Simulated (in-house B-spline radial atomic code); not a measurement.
Configurations of Ce⁺, with energies counted from [Xe] 4f1 5d2. Level of theory: scalar-relativistic (X2C) BLYP, spin-polarised, spherical fractional occupations, Fermi nucleus of rms radius 4.8771 fm; calculated with a radial B-spline atomic code at the basis-set limit. Shells without spins written out take the highest spin.

Occupations are held fixed; configurations that lie above the ionisation limit could autoionise.

```tsv
configuration	E - E(ref) (eV)	highest orbital	its <r> (bohr)
[Xe] 4f(1 up, 0 down) 5d(1 up, 1 down)	0.55213	5d down	2.898
[Xe] 5d2 6f1	14.147	6f up	13.5
[Xe] 5d(2 up, 0 down) 6f(0 up, 1 down)	14.195	6f down	13.79
[Kr] 4d10 4f2 5s2 5p5 5d2	17.418	4f up	1.223
[Kr] 4d10 4f1 5s2 5p5 5d2 6s1	19.241	6s up	3.809
[Kr] 4d10 4f1 5s2 5p5 5d2 5f1	27.546	5f up	8.045
[Kr] 4d10 4f(1 up, 0 down) 5s2 5p(3 up, 2 down) 5d(1 up, 1 down) 5f(0 up, 1 down)	28.709	5f down	8.081
```

Task: Order these further configurations by energy, lowest first.
A. [Kr] 4d10 4f(1 up, 0 down) 5s2 5p(3 up, 2 down) 5d(2 up, 0 down) 6p(1 up, 0 down)
B. [Kr] 4d10 4f1 5s2 5p5 5d2 6f1
C. [Xe] 4f1 5d1 6s1
D. [Xe] 4f(1 up, 0 down) 5d(0 up, 1 down) 6p(1 up, 0 down)
E. [Kr] 4d10 4f1 5s2 5p5 5d3

Result: C (-0.21857 eV), D (3.2397 eV), E (18.731 eV), A (22.628 eV), B (28.608 eV).

Task: How far above the reference does [Xe] 5d2 6s1 lie?

Result: 4.7064 eV; its least bound orbital is 6s up with <r> = 3.783 bohr.

Task: How far above the reference does [Xe] 4f(0 up, 1 down) 5d(2 up, 0 down) lie?

Result: 0.24691 eV; its least bound orbital is 5d up with <r> = 2.859 bohr.

Task: How far above the reference does [Kr] 4d9 4f2 5s2 5p6 5d2 lie?

Result: 103.53 eV; its least bound orbital is 5d up with <r> = 2.801 bohr.

Task: Is the reference the lowest configuration at this level of theory?

Result: No: [Xe] 4f1 5d1 6s1 lies 0.2186 eV lower with this functional.
